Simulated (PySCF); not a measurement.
# How methods differ on the excitation energy of S

S [Ne] 3s2 3p4 (3P) → S [Ne] 3s1 3p5 (3P), as a difference of total energies. Computed with PySCF 2.14 in def2-TZVPPD, with the non-relativistic Hamiltonian (point nucleus). Correlated levels: valence and next inner shell: 1s2 frozen. The calculations carry no spin-orbit coupling.

| method | excitation energy (cm⁻¹) | error (cm⁻¹) |
| --- | --- | --- |
| UHF | 92502 | +20494 |
| MP2 (valence and next inner shell) | 83951 | +11943 |
| SCS-MP2 (valence and next inner shell) | 82978 | +10970 |
| CCSD (valence and next inner shell) | 77102 | +5093 |
| CCSD(T) (valence and next inner shell) | 72477 | +469 |

Reference: 72008 cm⁻¹ (measured; NIST levels, between the centres of gravity of the two terms).

Errors of the correlated levels include the incompleteness of this basis and the frozen core.

The coupled-cluster amplitudes are large for the upper state (T1 above 0.03 or a double amplitude above 0.15), so a single reference is strained.
